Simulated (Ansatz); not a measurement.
Consider the hydrogenolysis of a C–C bond: `C[CH2][Ga]([OH])[OH]` + H₂ → `[CH3][Ga]([OH])[OH]` + CH₄.

Program: Ansatz. Geometries: PBE0-D4/def2-TZVP. ΔE: electronic, gas phase. CCSD(T)/CBS is the MP2 limit (def2-TZVPP, def2-QZVPP) plus CCSD(T) − MP2 in def2-TZVPP, frozen cores. This one scheme is used for every species. For Ga outer-core shells are correlated without core-valence functions, which leaves a few kJ/mol of doubt a bond. Scalar relativity is left out up to krypton. One conformer a species, not always the lowest.

| species | HF/def2-QZVPP energy (Eh) |
| --- | --- |
| `C[CH2][Ga]([OH])[OH]` | -2153.00520 |
| H₂ | -1.13348 |
| `[CH3][Ga]([OH])[OH]` | -2113.96088 |
| CH₄ | -40.21664 |

Question: Work out ΔE.

Answer: ΔE = (-2113.96088) + (-40.21664) − (-2153.00520) − (-1.13348) = -0.03884 Eh = -102.0 kJ/mol. CCSD(T)/CBS gives -81.3 kJ/mol.

Largest T1 diagnostic among the species: 0.014.

In def2-TZVPP, CCSD(T) changes the Hartree–Fock value by +18.6 kJ/mol (the triples alone add +3.5 kJ/mol) and MP2 by +21.2 kJ/mol. The D4 term adds +8.5 kJ/mol with B3LYP and +4.7 kJ/mol with PBE0; it sums over pairs of atoms, weighted by their polarisabilities, and B3LYP, whose exchange is more repulsive, gets the larger term. Leaving LDA and LC-ωPBE aside and taking each functional with its dispersion term where it has one, the values, not all of them listed here, spread over 17.4 kJ/mol, from B97M-V to revPBE-D4. LDA lies +6.4 kJ/mol from PBE without D4.

B3LYP here is the variant with VWN-RPA as its local correlation; programs differ in this.
